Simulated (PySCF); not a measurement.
## Working out the ionisation energy of B²⁺

B²⁺ [He] 2s1 (2S) → B³⁺ 1s2 (1S). All numbers are calculated (PySCF 2.14, the non-relativistic Hamiltonian (point nucleus), in aug-cc-pwCVDZ). Frozen: nothing. Energies in hartree (1 hartree = 27.21139 eV):

```
            part  B²⁺ (lower)  B³⁺ (upper)
             UHF   -23.374410   -21.985501
CCSD correlation    -0.027292    -0.025614
             (T)    -0.000010     0.000000
```

What does Hartree-Fock give?

(-21.985501) − (-23.374410) = 1.388909 hartree = 37.794 eV.

What do CCSD and CCSD(T) give?

The CCSD correlation energies differ by 0.001678 hartree = 0.046 eV and the triples by 0.000010 hartree = 0.000 eV, so CCSD gives 37.840 eV and CCSD(T) 37.840 eV.

Measured between the centres of the two terms (NIST): 37.931 eV, so CCSD(T) (valence and next inner shell) is off by -0.091 eV.

A double-zeta basis recovers only part of the correlation energy.

What remains against the reference includes basis incompleteness and higher excitations.
